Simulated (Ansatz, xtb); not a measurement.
## Ranking isomers of C5H10ClF

9 gas-phase structures of C5H10ClF, from a drawn sample of its isomers (lower ones may exist). Each was relaxed with GFN2-xTB; where two conformers were screened, the lower at r2SCAN-D4/def2-SVP is listed:

A. `CC(C)C[C@H](F)Cl`, a singlet
B. `CC[C@@H](Cl)[C@H](C)F`, a singlet
C. `C[C@H](F)CCCCl`, a singlet
D. `CCC[C@](C)(F)Cl`, a singlet
E. `C[C@H](Cl)CCCF`, a singlet
F. `CCC(F)(Cl)CC`, a singlet
G. `CC(C)(CF)CCl`, a singlet
H. `C[C@@H](F)[C@@H](C)CCl`, a singlet
I. `C[C@@H](Cl)[C@@H](C)CF`, a singlet

Problem. Make a reasoned guess at their ranking by r2SCAN-D4/def2-SVP single-point energy.

Solution. Calculated order at r2SCAN-D4/def2-SVP: F (0.0), D (0.9), B (4.3), C (6.1), H (6.5), A (6.5), I (7.7), E (7.9), G (8.1) kcal/mol. Less than 1 kcal/mol parts F and D; C and H; H and A; I and E; E and G, so the order within those pairs means little.

Energies above the lowest of each column, in kcal/mol; the last columns are at B3LYP-D3(BJ)/def2-SVP geometries and were run for some of them only (a dash: not run or not comparable):

| structure | GFN2-xTB | HF/STO-3G | r2SCAN-D4/def2-SVP | B3LYP-D3(BJ)/def2-SVP | CCSD(T)/def2-SVP + ΔMP2/def2-TZVPP |
| --- | --- | --- | --- | --- | --- |
| F | 0.6 | 0.3 | 0.0 | 0.0 | 0.0 |
| D | 0.0 | 0.0 | 0.9 | 0.9 | 0.2 |
| B | 1.3 | 5.1 | 4.3 | 3.0 | 1.9 |
| C | 2.8 | 4.9 | 6.1 | 4.7 | 3.0 |
| H | 3.3 | 7.1 | 6.5 | 5.1 | 3.2 |
| A | 3.7 | 4.9 | 6.5 | 5.5 | – |
| I | 2.5 | 7.8 | 7.7 | – | – |
| E | 2.2 | 6.1 | 7.9 | – | – |
| G | 2.4 | 8.3 | 8.1 | – | – |

CCSD(T)/def2-SVP + ΔMP2/def2-TZVPP has D and F within 1 kcal/mol of each other at the bottom, and every level picks one of them. Flexible structures stand in one conformer each, not always the lowest. Frequencies (GFN2-xTB) were run for B, C, D, F, H alone. ΔMP2 is the change of the MP2 energy from the smaller to the larger basis.

Over these structures GFN2-xTB departs from r2SCAN-D4/def2-SVP by 1.6 kcal/mol on average once a common shift is removed. A GFN2-xTB relaxation took about 0.058 s and the r2SCAN-D4/def2-SVP energy about 1.9 s on a shared host (Ansatz 0.2.0, xtb 6.7.1).
